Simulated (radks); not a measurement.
Tb III, 63 electrons, occupied as [Xe] 4f9 (the NIST ground configuration). Method: Dirac Kohn-Sham, BLYP, spin-unpolarised, spherical densities, finite nucleus; open shells fill j = l - 1/2 first; Fermi nuclear charge, rms radius 5.06 fm; computed with a radial shooting solver on a logarithmic mesh with Libxc functionals. Some entries of the table are withheld. Estimate them.

| orbital | occ. | eigenvalue (Ry) | <1/r> (bohr^-1) | r(max) (bohr) |
|---|---|---|---|---|
| 1s1/2 | 2 | -3808.334 | 73.09 | 0.01364 |
| 2s1/2 | 2 | -631.8134 | 17.48 | 0.07767 |
| 2p1/2 | 2 | -600.5479 | 17.46 | 0.05858 |
| 2p3/2 | 4 | -545.6549 | 15.35 | 0.06451 |
| 3s1/2 | 2 | -140.8690 | 6.376 | 0.2200 |
| 3p1/2 | 2 | -127.2583 | 6.293 | 0.2073 |
| 3p3/2 | 4 | -115.9282 | 5.760 | 0.2198 |
| 3d3/2 | 4 | -92.45033 | 5.640 | 0.1743 |
| 3d5/2 | 6 | -89.97794 | 5.508 | 0.1778 |
| 4s1/2 | 2 | -28.67816 | 2.664 | 0.5051 |
| 4p1/2 | 2 | -23.34546 | 2.557 | 0.5088 |
| 4p3/2 | 4 | -20.82184 | 2.374 | 0.5355 |
| 4d3/2 | 4 | (1) | 2.153 | 0.5420 |
| 4d5/2 | 6 | (2) | 2.108 | 0.5507 |
| 5s1/2 | 2 | -4.49272 | 1.005 | 1.182 |
| 5p1/2 | 2 | -3.05827 | 0.8810 | 1.293 |
| 5p3/2 | 4 | -2.73362 | 0.8164 | 1.375 |
| 4f5/2 | 6 | -1.24828 | 1.521 | 0.5529 |
| 4f7/2 | 3 | -1.19058 | 1.497 | 0.5582 |

Answer. 
(1) 4d3/2 eigenvalue (Ry): -12.03664
(2) 4d5/2 eigenvalue (Ry): -11.58113
